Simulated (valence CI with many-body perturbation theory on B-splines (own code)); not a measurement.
Ba49+ in brief

Method: relativistic CI+MBPT: five valence electrons over a frozen Dirac-Fock core [He], a basis of 9 s, 9 p, 8 d, 6 f, 3 g, 1 h functions for each j, with the one-electron correlation potential Σ1, the two-electron term Σ2, the three-electron term Σ3, Breit, model QED; selected CI, second order for the rest (own B-spline code, finite nucleus).

No measured spectrum was set against this ion. As an estimate, large intervals hold to a few tenths of a per cent, small ones and those within an open d or f shell to about a per cent. Among the levels kept, up to 1200 cm⁻¹ of a level comes from second order outside the variational space, and about a tenth of that is noise between levels of different J, which matters for small intervals.

Levels are named by their leading jj configuration (3d3/2^4 stands for four electrons in 3d with j = 3/2), which in mixed levels can hold well under half, so a name can repeat and another be missing.

Rates and lifetimes use the calculated energies. Strong lines usually hold to 10 to 20 %, long lifetimes can be off by a factor of two.

(1) What is the ground level?

(2) How well does LS coupling describe the low levels?

(3) What is the ionisation energy?

(4) Among levels below 47164 × 10³ cm⁻¹, which E1 lines absorb most strongly from the ground level?

(5) What are the static dipole polarisabilities of the lowest levels?

## Answers

(1) (2s^2 2p1/2^2 2p3/2) J=3/2, composition 47 % 2s2 2p3 2P° + 27 % 2s2 2p3 4S° + 26 % 2s2 2p3 2D°, g = 1.353.

(2) Among the lowest 20 levels the leading LS term, summed over configurations, holds 62 % on average. For single configurations the figures are 62 % in LS and 99 % in jj coupling. Terms mix most in the J = 3/2 level at 41434 × 10³ cm⁻¹, where the leading one holds 32 %.

(3) 9078 eV; NIST lists 9077 ± 4 eV (theoretical).

(4) to (2s^2 2p1/2^2 3d5/2) J=5/2 at 0.2364 nm, f = 0.530; to (2s 2p1/2^2 2p3/2 3p1/2) J=5/2 at 0.2213 nm, f = 0.307; to (2s^2 2p1/2 2p3/2 3d3/2) J=3/2 at 0.2204 nm, f = 0.274.

(5) (2s^2 2p1/2^2 2p3/2) J=3/2 0.000309 (tensor 6.0e-05) bohr³, of which the core gives 7.82e-07.
